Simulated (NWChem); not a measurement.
System: H₂BO₂ cation

Here is an NWChem input.

```
start job
memory heap 200 mb stack 900 mb global 1100 mb
charge 1
geometry units angstroms noautoz
  O      0.196922    -1.235473     0.067681
  B     -0.000000    -0.000000     0.001017
  O     -0.196922     1.235473     0.067681
  H     -0.146132    -2.052889    -0.323649
  H      0.146132     2.052890    -0.323649
end
basis spherical
  * library def2-svpd
end
dft
  xc b3lyp
  iterations 150
end
tddft
  cis
  nroots 6
end
task tddft energy
```

Excerpt of the output:

```
             Northwest Computational Chemistry Package (NWChem) 7.3.0
             --------------------------------------------------------

 C2  symmetry detected

                             Geometry "geometry" -> ""
                             -------------------------

 Output coordinates in angstroms (scale by  1.889725989 to convert to a.u.)

  No.       Tag          Charge          X              Y              Z
 ---- ---------------- ---------- -------------- -------------- --------------
    1 O                    8.0000     0.04086158    -1.25040079     0.04852087
    2 B                    5.0000     0.00000000     0.00000000    -0.01814313
    3 O                    8.0000    -0.04086158     1.25040079     0.04852087
    4 H                    1.0000    -0.40172907    -2.01849538    -0.34280913
    5 H                    1.0000     0.40172907     2.01849538    -0.34280913

 Effective nuclear repulsion energy (a.u.)      61.2882165336

      Symmetry information
      --------------------

 Group name             C2
 Group number              4
 Group order               2
 No. of unique centers     3

                                 NWChem DFT Module
                                 -----------------

 Summary of "ao basis" -> "ao basis" (spherical)
 ------------------------------------------------------------------------------
       Tag                 Description            Shells   Functions and Types
 ---------------- ------------------------------  ------  ---------------------
 O                         def2-svpd                 9       23   4s3p2d
 B                         def2-svpd                 8       20   4s2p2d
 H                         def2-svpd                 4        8   2s2p

      Symmetry analysis of basis
      --------------------------

        a          43
        b          39

            General Information
            -------------------
          SCF calculation type: DFT
          Wavefunction type:  closed shell.
          No. of atoms     :     5
          No. of electrons :    22
           Alpha electrons :    11
            Beta electrons :    11
          Charge           :     1
          Spin multiplicity:     1
          Use of symmetry is: off; symmetry adaption is: on
          Maximum number of iterations: 150
          AO basis - number of functions:    82
                     number of shells:    34
          Convergence on energy requested:  1.00D-06
          Convergence on density requested:  1.00D-05
          Convergence on gradient requested:  5.00D-04

              XC Information
              --------------
                         B3LYP Method XC Potential
                     Hartree-Fock (Exact) Exchange  0.200
                        Slater Exchange Functional  0.800 local
                    Becke 1988 Exchange Functional  0.720 non-local
              Lee-Yang-Parr Correlation Functional  0.810
                  VWN I RPA Correlation Functional  0.190 local

             Grid Information
             ----------------
          Grid used for XC integration:  medium
          Radial quadrature: Mura-Knowles
          Angular quadrature: Lebedev.
          Tag              B.-S. Rad. Rad. Pts. Rad. Cut. Ang. Pts.
          ---              ---------- --------- --------- ---------
          O                   0.60       49          10.0       434
          B                   0.85       49           8.0       434
          H                   0.35       45          11.0       434
          Grid pruning is: on
          Number of quadrature shells:   237
          Spatial weights used:  Erf1

      Superposition of Atomic Density Guess
      -------------------------------------

 Sum of atomic energies:        -174.89127183

 Renormalizing density from      23.00 to     22

      Non-variational initial energy
      ------------------------------

 Total energy =    -170.896170
 1-e energy   =    -343.882453
 2-e energy   =     111.698066
 HOMO         =      -0.987578
 LUMO         =      -0.334961

      Symmetry analysis of molecular orbitals - initial
      -------------------------------------------------

  Numbering of irreducible representations:

     1 a           2 b

[...]

                                NWChem TDDFT Module
                                -------------------

            General Information
            -------------------
           No. of orbitals :     164
            Alpha orbitals :      82
             Beta orbitals :      82
        Alpha frozen cores :       0
         Beta frozen cores :       0
     Alpha frozen virtuals :       0
      Beta frozen virtuals :       0
         Spin multiplicity :       1
    Number of AO functions :      82
        Use of symmetry is : off
      Symmetry adaption is : on
         Schwarz screening :  0.10D-07

              XC Information
              --------------
                  B3LYP Method XC Potential
              Hartree-Fock (Exact) Exchange   0.20
                 Slater Exchange Functional   0.80 local
             Becke 1988 Exchange Functional   0.72 non-local
       Lee-Yang-Parr Correlation Functional   0.81
           VWN I RPA Correlation Functional   0.19 local

             TDDFT Information
             -----------------
          Calculation type : Tamm-Dancoff TDDFT
         Wavefunction type : Restricted singlets & triplets
          No. of electrons :      22
           Alpha electrons :      11
            Beta electrons :      11
              No. of roots :       6
          Max subspacesize :    5200
            Max iterations :     100
               Target root :       1
           Target symmetry : none
      Symmetry restriction : off
                 Algorithm : Optimal
        Davidson threshold :  0.10D-03

    6 smallest eigenvalue differences (eV)
--------------------------------------------------------
  No. Spin  Occ  Vir  Irrep   E(Occ)    E(Vir)   E(Diff)
--------------------------------------------------------
    1    1   11   12 b        -0.658    -0.245    11.235
    2    1   10   12 a        -0.660    -0.245    11.281
    3    1   11   13 a        -0.658    -0.231    11.602
    4    1   10   13 b        -0.660    -0.231    11.648
    5    1   11   14 b        -0.658    -0.228    11.695
    6    1   10   14 a        -0.660    -0.228    11.741
--------------------------------------------------------

  Entering Davidson iterations
  Restricted singlet excited states

  Iter   NTrls   NConv    DeltaV     DeltaE      Time
  ----  ------  ------  ---------  ---------  ---------
    1      6       0     0.31E+00   0.10+100        2.0
    2     12       0     0.92E-01   0.58E-01        2.0
    3     18       0     0.94E-01   0.52E-01        2.0
    4     24       0     0.46E-01   0.26E-01        2.0
    5     30       2     0.23E-01   0.53E-02        2.0
    6     34       5     0.83E-02   0.16E-02        1.7
    7     35       5     0.33E-02   0.14E-03        1.1
    8     36       5     0.92E-03   0.19E-04        1.1
    9     37       6     0.88E-04   0.83E-06        1.1
  ----  ------  ------  ---------  ---------  ---------
  Convergence criterion met

  Ground state a        -176.166555980964 a.u.

  ----------------------------------------------------------------------------
  Root   1 singlet a              0.358522468 a.u.                9.7559 eV
  ----------------------------------------------------------------------------
     Transition Moments    X  0.00000   Y  0.00000   Z  0.01415
     Dipole Oscillator Strength                    0.0000478487
     Electric Quadrupole                           0.0000000091
     Magnetic Dipole                               0.0000000129
     Total Oscillator Strength                     0.0000478707

     Occ.   10  a   ---  Virt.   12  a       -0.23743
     Occ.   10  a   ---  Virt.   14  a       -0.53646
     Occ.   11  b   ---  Virt.   13  b        0.80532
     Occ.   11  b   ---  Virt.   15  b       -0.06005
  ----------------------------------------------------------------------------
  Root   2 singlet b              0.361912327 a.u.                9.8481 eV
  ----------------------------------------------------------------------------
     Transition Moments    X -0.10939   Y  0.00751   Z  0.00000
     Dipole Oscillator Strength                    0.0029006640
     Electric Quadrupole                           0.0000002838
     Magnetic Dipole                               0.0000015182
     Total Oscillator Strength                     0.0029024661

     Occ.   10  a   ---  Virt.   13  b        0.42069
     Occ.   11  b   ---  Virt.   12  a       -0.85139
     Occ.   11  b   ---  Virt.   14  a       -0.29827
  ----------------------------------------------------------------------------
  Root   3 singlet a              0.362675685 a.u.                9.8689 eV
  ----------------------------------------------------------------------------
     Transition Moments    X  0.00000   Y -0.00000   Z  0.01199
     Dipole Oscillator Strength                    0.0000347489
     Electric Quadrupole                           0.0000002314
     Magnetic Dipole                               0.0000014483
     Total Oscillator Strength                     0.0000364286

     Occ.   10  a   ---  Virt.   12  a        0.81389
     Occ.   10  a   ---  Virt.   14  a        0.33989
     Occ.   11  b   ---  Virt.   13  b        0.46392
  ----------------------------------------------------------------------------
  Root   4 singlet b              0.368429216 a.u.               10.0255 eV
  ----------------------------------------------------------------------------
     Transition Moments    X  0.04164   Y -0.00570   Z  0.00000
     Dipole Oscillator Strength                    0.0004337725
     Electric Quadrupole                           0.0000000475
     Magnetic Dipole                               0.0000005925
     Total Oscillator Strength                     0.0004344125

[...]
```

Level: B3LYP/def2-SVPD, TDA. Geometry: optimised at PBE0/def2-SVP.
